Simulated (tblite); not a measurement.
Species: CH15NSi5.
SMILES with atom numbers: `[SiH3:1][N:2]([SiH3:3])[C:4]([SiH3:5])([SiH3:6])[SiH3:7]` (hydrogens: H8, H9, H10 on Si1; H11, H12, H13 on Si3; H14, H15, H16 on Si5; H17, H18, H19 on Si6; H20, H21, H22 on Si7)

Calculated harmonic vibrations of the isolated species, GFN2-xTB (tblite), most abundant isotopes, no scaling. Against measured fundamentals such values can be off by several per cent, at times by over 20. Modes of hydrogen on silicon can be 10 to 20 % off.

Harmonic wavenumbers (cm⁻¹): 40.7, 114.9, 122.0, 144.4, 146.9, 163.8, 184.0, 188.3, 198.6, 208.2, 242.0, 262.8, 265.7, 289.6, 412.6, 495.1, 497.8, 503.0, 515.1, 522.0, 536.3, 549.8, 572.6, 578.4, 620.0, 731.1, 762.6, 766.2, 774.4, 775.0, 777.8, 780.9, 788.8, 794.6, 796.2, 807.9, 812.8, 815.2, 816.3, 826.9, 840.2, 841.1, 865.3, 1013.2, 1071.4, 2200.1, 2204.1, 2209.7, 2217.8, 2224.8, 2226.9, 2233.2, 2241.5, 2244.8, 2251.3, 2258.8, 2259.6, 2261.5, 2287.0, 2310.0.

A = 1056, B = 907.1, C = 727.6 MHz; mass 181.005 u (most abundant isotopes); point group Cs, symmetry number 1.

Task: What is the zero-point energy?

Result: ½Σν̃ = 29232 cm⁻¹ = 83.58 kcal/mol.

Task: Entropy at 200 K, 1 bar (ideal gas, RRHO, classical rotation)?

Result: Translation 39.53, rotation 29.32, vibration 28.07: S = 96.9 cal/(mol K).

Task: And Cp and H(200 K) − H(0)?

Result: Cp = 43.22 cal/(mol K), of which vibrations give 35.27 (their classical limit is 60 R = 119.2); H(200 K) − H(0) = 4.89 kcal/mol without the zero-point energy, 3.30 from vibrations.

Task: How do the functions run with temperature in this model?

Result: 
| T (K) | S (cal/(mol K)) | Cp (cal/(mol K)) | H − H(0) (kcal/mol) | G − H(0) (kcal/mol) | ln q(vib) |
| --- | --- | --- | --- | --- | --- |
| 150 | 85.9 | 34.0 | 2.96 | -9.93 | 3.80 |
| 250 | 107.5 | 52.0 | 7.27 | -19.61 | 7.93 |
| 298.15 | 117.3 | 59.4 | 9.96 | -25.03 | 9.99 |
| 400 | 136.6 | 71.7 | 16.67 | -37.98 | 14.36 |
| 600 | 168.9 | 87.4 | 32.72 | -68.64 | 22.53 |
| 900 | 207.4 | 101.8 | 61.30 | -125.33 | 33.41 |

q(vib) and H(0) count from the zero-point level.

Task: Which modes carry the vibrational entropy at 200 K?

Result: 40.7 cm⁻¹: 4.44; 114.9 cm⁻¹: 2.42; 122.0 cm⁻¹: 2.31; 144.4 cm⁻¹: 2.00; 146.9 cm⁻¹: 1.97; 163.8 cm⁻¹: 1.77 cal/(mol K); the other 54 give 13.17 together.

Hindered rotation and anharmonicity are outside this model.

The values belong to the conformer `[SiH3:1][N:2]([SiH3:3])[C:4]([SiH3:5])([SiH3:6])[SiH3:7]`: Si1–N2–C4–Si5 33°.
